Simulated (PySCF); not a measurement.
Two-component Hartree-Fock for N⁴⁺ (nitrogen, charge +4)

Start: [He] 2s1; 2s1/2 filled at m_j = +1/2. Calculated with PySCF 2.14 in x2c-QZVPPall-2c: generalised Hartree-Fock with the X2C-1e Hamiltonian and a Gaussian nucleus; one run each with spin-orbit coupling (SO) switched off, then screened by Boettger's factors.

```csv
spinor shell,electrons,"ε, spin-free (eV)","ε, screened SO (eV)",weight of nominal j (screened SO),"rms radius, screened SO (bohr)"
1s1/2,2,-521.45,-521.45,1.000,0.263
2s1/2,1,-97.774,-97.774,1.000,1.14
```

```tsv
quantity	spin-free	screened SO
E (hartree)	-48.35504	-48.35504
M_J	1/2	1/2
⟨J²⟩	0.750	0.750
⟨L²⟩	0.000	0.000
⟨S²⟩	0.750	0.750
```

Each row is a mean over spinors that exchange with the open shell spreads, by up to 2.986 eV (1s1/2).

Without spin-orbit coupling the j labels of p, d and f shells carry no meaning; the spin-free column gives the mean over the occupied spinors of each nl shell.
